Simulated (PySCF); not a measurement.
Species: C₄H₁₀Ge.
Geometry (PBE0-D3(BJ)/def2-SVP, Å), atoms numbered from 1 in this order:
```xyz
15
C4H10Ge angstrom
Ge     1.9942    0.0429    0.2241
C      0.2466   -0.4782   -0.4923
C     -0.5775   -1.4050    0.4364
C     -1.3757   -0.1738    0.9047
C     -0.8587    0.5947   -0.3264
H      2.9498   -1.1671    0.2502
H      1.8350    0.5736    1.6649
H      2.6171    1.1570   -0.6419
H      0.4069   -0.8473   -1.5179
H     -1.2011   -2.1019   -0.1459
H     -0.0445   -1.9905    1.2029
H     -0.9731    0.2408    1.8414
H     -2.4646   -0.2834    1.0170
H     -0.5554    1.6444   -0.1830
H     -1.5757    0.5624   -1.1621
```

Linear response at B3LYP/def2-SVPD (PySCF, frozen core in the response, non-relativistic). The B3LYP/def2-SVPD calculation is non-relativistic and has no spin–orbit coupling, an omission that weighs most on germanium.

Static isotropic polarisability: 78.83 au (11.68 Å³), principal values 71.3, 75.4, 89.8 au.

(1) What is the polarisability at 1064 nm and at the sodium D line?

(2) What is the isotropic C6 coefficient between two such molecules, C6 = (3/π)∫α(iω)² dω?

(3) Which effective excitation energy ω̄ makes London's formula C6 = (3/4)α²ω̄ exact here?

(4) How many electrons N does the Slater–Kirkwood formula C6 = (3/4)·√N·α^(3/2) need to give this C6?

(5) What three-body coefficient follows from the one-pole estimate C9 = (3/4)·α·C6?

(6) How anisotropic is the static polarisability, by Δα² = ½[(α1 − α2)² + (α2 − α3)² + (α3 − α1)²]?

(7) What molar refraction at the D line follows from R = (4π/3)·N_A·α′, with α′ the polarisability volume?

(8) What n − 1 at the D line would an ideal gas of it have at 273.15 K and 1 atm (2.6868 × 10¹⁹ cm⁻³), by n − 1 = 2π·N·α′?

## Answers

(1) 79.54 au at 1064 nm (+0.9 %), 81.22 au at 589.3 nm (+3.0 %). The rise at 589.3 nm is 3.36 times that at 1064 nm; a pure ω² law gives 3.26. The lowest singlet lies at 177 nm, shorter than both wavelengths.

(2) 2380 au (Eh·bohr⁶) by a ten-point quadrature over imaginary frequencies, which is 1420 eV·Å⁶ or 137 J·nm⁶/mol.

(3) ω̄ = 4·C6/(3α²) = 0.511 Eh = 13.9 eV. A one-pole form α(ω) = α/(1 − ω²/ω̄²) fitted to the 1064 nm value gives 12.3 eV. London's choice of the ionisation energy (9.77 eV, ΔSCF at the same level) gives C6 = 1670 au, 30 % too low.

(4) N = (4·C6/3)²/α³ = 20.6; the species has 66 electrons in all.

(5) 141000 au. This is an estimate from the two numbers above, not a computed integral.

(6) Δα = 16.8 au, or 0.21 of the isotropic value.

(7) α′ = 12.04 Å³ gives R = 30.36 cm³/mol, for isolated, non-vibrating species.

(8) 20.32 × 10⁻⁴, a formal value whether or not that pressure can be reached.

The run took 2.3 min wall on Arm Neoverse V2, one thread (shared host), and the process peaked at 0.93 GiB of memory. This is the whole response run at B3LYP/def2-SVPD, SCF included.

One conformer stands for the species.
